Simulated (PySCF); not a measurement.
How methods differ on the ionisation energy of C⁺

C⁺ [He] 2s2 2p1 (2P) → C²⁺ [He] 2s2 (1S), as a difference of total energies. Calculation: PySCF 2.14, in aug-cc-pwCVDZ (5s4p2d, 27 functions); the non-relativistic Hamiltonian (point nucleus). Correlated levels: valence and next inner shell: nothing frozen. The calculations carry no spin-orbit coupling.

```
                                method  ionisation energy (eV)
                                   UHF                  24.099
SCS-MP2 (valence and next inner shell)                  24.122
   CCSD (valence and next inner shell)                  24.017
  CCSDT (valence and next inner shell)                  24.039
```

Problem. Estimate what CCSD(T) (valence and next inner shell) gives.

Solution. 24.033 eV, closest to CCSDT (valence and next inner shell) among the rows shown.

Problem. Estimate what MP2 (valence and next inner shell) gives.

Solution. 24.181 eV, closest to SCS-MP2 (valence and next inner shell) among the rows shown.

Errors of the correlated levels include the incompleteness of this basis.

The coupled-cluster amplitudes are large for C²⁺ (T1 above 0.03 or a double amplitude above 0.15), so a single reference is strained.

For comparison: 24.378 eV (measured; NIST levels, between the centres of gravity of the two terms).
